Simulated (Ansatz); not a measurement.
```yaml
crystal:
  periodic: [false, false, false]
  atoms:
    - {symbol: F, position_ang: [-0.353608, -0.162821, 2.240758]}
    - {symbol: C, position_ang: [0.399523, 0.894830, 1.485983]}
    - {symbol: F, position_ang: [-0.103064, 2.001717, 1.816427]}
    - {symbol: C, position_ang: [-0.734159, 0.614521, 0.234284]}
    - {symbol: F, position_ang: [-0.220227, 1.582635, -0.925052]}
    - {symbol: F, position_ang: [-2.079660, 0.818300, 0.449965]}
    - {symbol: C, position_ang: [-0.606361, -0.377147, -0.563029]}
    - {symbol: F, position_ang: [-1.046618, -0.390049, -1.729367]}
    - {symbol: C, position_ang: [1.075487, -1.012989, -1.022402]}
    - {symbol: F, position_ang: [1.570578, 0.128851, -1.789733]}
    - {symbol: F, position_ang: [0.556510, -2.113182, -1.524833]}
    - {symbol: F, position_ang: [1.835632, -1.305821, -0.172108]}
    - {symbol: H, position_ang: [1.312051, 0.978965, 1.583566]}
    - {symbol: H, position_ang: [-0.933562, -1.358552, -0.151612]}
basis:
  gaussian: {orbitals: "6-31G*"}
hamiltonian: {xc: {name: wPBEh}}
```

```sh
$ ansatz run in.yaml --threads 4 --pin off --events-out ev --progress --plain --max-ram 46080MiB --backend cpu
```

It prints (some lines left out):

```
Functional definition: wPBEh
1800 factors; their error is unknown
122 factors; integrals over basis functions are off by at most 2.0e-7 eV
mean field evaluation 1: about -25878.4444 eV, gradient 5.7e1 eV
mean field evaluation 2: about -25869.8708 eV, gradient 9.2e1 eV
mean field evaluation 4: about -25883.6847 eV, gradient 4.9e0 eV
mean field evaluation 8: about -25883.7199 eV, gradient 1.7e-1 eV
mean field evaluation 16: about -25883.7053 eV, gradient 3.6e-4 eV
mean field -25883.70531134 eV, -951.2086255861 hartree, gradient 3.1e-5 eV, S^2 0.000000; 0 other end points of the search recorded, 0 dependent functions left out
reference -25883.70532747 eV, -951.2086261789 hartree; 49, 49 occupied and 135, 135 virtual orbitals, 1800 factors
Total energy: -25883.70532747 eV, -951.2086261789 hartree
```

It took 2.9 s on 4 threads of an AMD EPYC 7R13 on a shared host, with 0.88 GiB of host memory at the peak.
